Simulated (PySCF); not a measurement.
Simulation results for BH3N

Calculation on a computer-drawn molecule: vertical ionisation energy to the stated ion spin, frozen-core CCSD(T) at the basis limit and cheaper methods, single-reference cases, UHF for radicals, no spin-orbit; all values are single points at the evaluated structure, the first of each entry, which is the reference or a displaced copy of it and isn't optimised; the reference structure only sets the zero of the energies above reference; triples share is (T) over the correlation energy. Program: PySCF 2.14.0.

Common to all runs: charge 0; multiplicity 2; ion multiplicity 1; diffuse functions no; basis cc-pVnZ; reference is the Hartree-Fock double-zeta minimum; best is HF at quadruple zeta + MP2 correlation extrapolated from triple and quadruple zeta + CCSD(T) minus MP2 at triple zeta; basis step is the size of the change from the same recipe one zeta lower.

(1) BH3N

Evaluated structure:
```xyz
5
BH3N
B     -0.2816     0.4714     1.9779
N     -0.0053     1.8540     1.8406
H     -1.0025    -0.0895     1.2961
H     -0.5862     2.4128     1.0599
H      0.6845     2.2902     2.3267
```

Reference structure:
```xyz
5
BH3N
B     -0.1584     0.5136     1.8779
N     -0.0751     1.8891     1.8093
H     -0.9122    -0.1486     1.2202
H     -0.6437     2.4435     1.1988
H      0.5586     2.4269     2.3640
```

* total energy best: withheld
* total energy CCSD(T) triple zeta: withheld
* triples share at triple zeta: withheld

Drawn bonds:
```tsv
atom	other atom	order
1	2	1
1	3	1
2	4	1
2	5	1
```

(2) BH3N

Evaluated structure:
```xyz
5
BH3N
B     -0.1666     0.5080     1.8781
N     -0.0760     1.8886     1.8115
H     -0.9125    -0.1468     1.2116
H     -0.8708     2.6997     0.9566
H      0.5869     2.4299     2.3684
```

Reference structure:
```xyz
5
BH3N
B     -0.1584     0.5136     1.8779
N     -0.0751     1.8891     1.8093
H     -0.9122    -0.1486     1.2202
H     -0.6437     2.4435     1.1988
H      0.5586     2.4269     2.3640
```

- dipole magnitude CCSD unrelaxed at triple zeta: withheld

Drawn bonds:
```tsv
atom	other atom	order
1	2	1
1	3	1
2	4	1
2	5	1
```

(3) BH3N

Evaluated structure:
```xyz
5
BH3N
B     -0.1550     0.5137     1.8789
N     -0.0776     1.8870     1.8158
H     -0.9104    -0.1434     1.2207
H     -0.6468     2.4459     1.1997
H      0.5629     2.4292     2.3672
```

Reference structure:
```xyz
5
BH3N
B     -0.1584     0.5136     1.8779
N     -0.0751     1.8891     1.8093
H     -0.9122    -0.1486     1.2202
H     -0.6437     2.4435     1.1988
H      0.5586     2.4269     2.3640
```

- dipole magnitude CCSD unrelaxed at triple zeta: withheld
- ion D1 diagnostic at triple zeta: withheld

Drawn bonds:
```tsv
atom	other atom	order
1	2	1
1	3	1
2	4	1
2	5	1
```

Questions
1. Give the missing total energy best for BH3N (entry 1).
2. Give the missing total energy CCSD(T) triple zeta for BH3N (entry 1).
3. Estimate the triples share at triple zeta of BH3N (entry 1).
4. What dipole magnitude CCSD unrelaxed at triple zeta does the calculation give for BH3N (entry 2)?
5. What dipole magnitude CCSD unrelaxed at triple zeta does the calculation give for BH3N (entry 3)?
6. Give the missing ion D1 diagnostic at triple zeta for BH3N (entry 3).

Calculated values
1. -81.2392 hartree
2. -81.1980 hartree
3. 0.03629
4. 1.87 debye
5. 2.31 debye
6. 0.04171

Further results for BH3N (entry 1):

* ionisation energy best: 8.159 eV
* ionisation energy basis step: 0.02872 eV
* energy above reference best: 9.501 kcal/mol
* energy above reference basis step: 0.2086 kcal/mol
* total energy HF triple zeta: -80.8681 hartree
* T1 diagnostic at triple zeta: 0.01556
* D1 diagnostic at triple zeta: 0.04895
* spin squared at triple zeta: 0.7572
* ion T1 diagnostic at triple zeta: 0.01769
* ion D1 diagnostic at triple zeta: 0.04841
* basis functions triple zeta: 102
* dipole magnitude HF at triple zeta: 1.842 debye
* dipole magnitude CCSD unrelaxed at triple zeta: 2.101 debye
* dipole magnitude PBE at triple zeta: 2.18 debye
* dipole magnitude r2SCAN at triple zeta: 2.103 debye
* dipole magnitude B3LYP at triple zeta: 2.074 debye
* dipole magnitude wB97X at triple zeta: 2.086 debye

Triple zeta:
```tsv
method	ionisation energy (eV)	energy above reference (kcal/mol)
HF	7.847	11.11
PBE	8.193	8.973
r2SCAN	8.335	9.554
B3LYP	8.25	9.443
wB97X	8.091	9.951
MP2	8.052	9.573
CCSD	8.1	9.698
CCSD(T)	8.093	9.416
```

Further results for BH3N (entry 2):

- ionisation energy best: 8.104 eV
- ionisation energy basis step: 0.03025 eV
- energy above reference best: 38.65 kcal/mol
- energy above reference basis step: 0.2544 kcal/mol
- total energy HF triple zeta: -80.8096 hartree
- total energy CCSD(T) triple zeta: -81.1518 hartree
- total energy best: -81.1927 hartree
- T1 diagnostic at triple zeta: 0.02921
- D1 diagnostic at triple zeta: 0.09275
- spin squared at triple zeta: 0.8296
- ion T1 diagnostic at triple zeta: 0.0175
- ion D1 diagnostic at triple zeta: 0.04566
- triples share at triple zeta: 0.04119
- basis functions triple zeta: 102
- dipole magnitude HF at triple zeta: 1.715 debye
- dipole magnitude PBE at triple zeta: 1.506 debye
- dipole magnitude r2SCAN at triple zeta: 1.504 debye
- dipole magnitude B3LYP at triple zeta: 1.548 debye
- dipole magnitude wB97X at triple zeta: 1.867 debye

Triple zeta:
```tsv
method	ionisation energy (eV)	energy above reference (kcal/mol)
HF	7.734	47.81
PBE	8.231	32.5
r2SCAN	8.359	36.12
B3LYP	8.238	36.61
wB97X	8.012	40.78
MP2	7.833	42.97
CCSD	8.038	39.98
CCSD(T)	8.047	38.37
```

Further results for BH3N (entry 3):

- ionisation energy best: 8.102 eV
- ionisation energy basis step: 0.02718 eV
- energy above reference best: -0.03959 kcal/mol
- energy above reference basis step: 0.0009436 kcal/mol
- total energy HF triple zeta: -80.8856 hartree
- total energy CCSD(T) triple zeta: -81.2130 hartree
- total energy best: -81.2544 hartree
- T1 diagnostic at triple zeta: 0.01423
- D1 diagnostic at triple zeta: 0.04425
- spin squared at triple zeta: 0.7564
- ion T1 diagnostic at triple zeta: 0.01604
- triples share at triple zeta: 0.03528
- basis functions triple zeta: 102
- dipole magnitude HF at triple zeta: 2.087 debye
- dipole magnitude PBE at triple zeta: 2.414 debye
- dipole magnitude r2SCAN at triple zeta: 2.341 debye
- dipole magnitude B3LYP at triple zeta: 2.31 debye
- dipole magnitude wB97X at triple zeta: 2.305 debye

Triple zeta:
```tsv
method	ionisation energy (eV)	energy above reference (kcal/mol)
HF	7.788	0.1178
PBE	8.134	-0.1437
r2SCAN	8.275	-0.07186
B3LYP	8.191	-0.07443
wB97X	8.031	-0.03452
MP2	8.007	-0.02906
CCSD	8.043	-0.02046
CCSD(T)	8.04	-0.03976
```
